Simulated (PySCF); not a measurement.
**O (oxygen, neutral): UHF calculation**

Configuration: [He] 2s2 2p4, high-spin 3P determinant. Calculation: PySCF 2.14, in dyall-av3z; the non-relativistic Hamiltonian (point nucleus).

| Item | Value |
| --- | --- |
| Total energy | -74.818711 hartree |
| One-electron energy | -103.2510 hartree |
| Hartree (Coulomb) energy | 36.6495 hartree |
| Exchange energy | -8.2172 hartree |
| Kinetic energy | 74.81783 hartree |
| ⟨S²⟩ | 2.0094 |
| ⟨L²⟩ | 2.017 |
| Sum of ⟨r⟩ | 7.617 bohr |
| Sum of ⟨r²⟩ | 11.21 bohr² |
| Traceless quadrupole moment −½Σ⟨3z² − r²⟩ along its main axis | -0.957 e·bohr² |
| Density at the nucleus (Gaussians lack the cusp) | 309 bohr⁻³ |
| Spin density at the nucleus | 0.187 bohr⁻³ |
| Langevin diamagnetic susceptibility | -8.88 ×10⁻⁶ cm³/mol |

| shell | electrons | mean orbital energy (hartree) | spread (hartree) | rms radius, mean of both spins (bohr) |
| --- | --- | --- | --- | --- |
| 1s α | 1 | -20.70770 | 0 | 0.231 |
| 1s β | 1 | -20.62940 | 0 | 0.231 |
| 2s α | 1 | -1.41839 | 0 | 1.26 |
| 2s β | 1 | -1.07556 | 0 | 1.26 |
| 2p α | 3 | -0.67798 | 0.09929 | 1.41 |
| 2p β | 1 | -0.52138 | 0 | 1.41 |

Spin-orbit constants ζ (cm⁻¹) from the X2C one-electron operator on these orbitals (non-relativistic here): bare nucleus, nucleus screened by l(l+1)(2l+1)/3 electrons, and screened by the Breit-Pauli mean field of the electrons.

```json
{"shell": "2p", "bare": "241.8", "screened nucleus": "181.4", "mean field": "155.8"}
```

To first order the Landé constant is A = -77.90 cm⁻¹, so the lowest level has J = 2 and lies 0.00966 eV below the centre of the term. This holds in LS coupling only.
